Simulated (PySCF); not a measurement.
**Working with the constants of SnH⁻**

UHF-CCSD(T) constants of SnH⁻, ³Σ⁻ (triplet), unpaired electrons π ↑↑ (basis Sn aug-cc-pVDZ-PP with ECP28, H aug-cc-pVDZ; scalar-relativistic core potentials; PySCF 2.14; masses 119.9022 and 1.0078 u):

```
ωe              : 1489.1 cm⁻¹
ωexe            : 32.9 cm⁻¹
Be              : 5.0816 cm⁻¹
αe              : 0.175 cm⁻¹
D (centrifugal) : 0.000237 cm⁻¹
De to Sn⁻ + H   : 2.41 eV
```

Give the vibrational terms G(v) and spacings up to v = 5.

G(v) = ωe(v+½) − ωexe(v+½)².

```json
{"v": "0", "G(v) (cm⁻¹)": "736.3", "G(v) − G(v−1)": "", "Bv (cm⁻¹)": "4.994"}
{"v": "1", "G(v) (cm⁻¹)": "2159.6", "G(v) − G(v−1)": "1423.3", "Bv (cm⁻¹)": "4.819"}
{"v": "2", "G(v) (cm⁻¹)": "3517.1", "G(v) − G(v−1)": "1357.5", "Bv (cm⁻¹)": "4.644"}
{"v": "3", "G(v) (cm⁻¹)": "4808.8", "G(v) − G(v−1)": "1291.7", "Bv (cm⁻¹)": "4.469"}
{"v": "4", "G(v) (cm⁻¹)": "6034.7", "G(v) − G(v−1)": "1225.9", "Bv (cm⁻¹)": "4.294"}
{"v": "5", "G(v) (cm⁻¹)": "7194.8", "G(v) − G(v−1)": "1160.1", "Bv (cm⁻¹)": "4.119"}
```

How well does the Morse estimate ωe²/(4ωexe) reproduce De, and what is D0?

It gives 2.09 eV, 87 % of the computed De. D0 = De − G(0) = 2.41 − 0.09 = 2.32 eV.

Correlated steps freeze 4 core orbitals. Correlated levels converge slowly with the basis: in double zeta they bind strong bonds too weakly, by up to about 1 eV, and carry superposition errors of some tenths. These are scalar-relativistic numbers at best; spin–orbit coupling would shift them, the dissociation energy most. For an ion De counts to the pair picked by the measured ionisation energies or electron affinities, which need not be the lowest pair at this level. The state is the lowest determinant that a PBE0 search found; another state may lie lower at other levels.
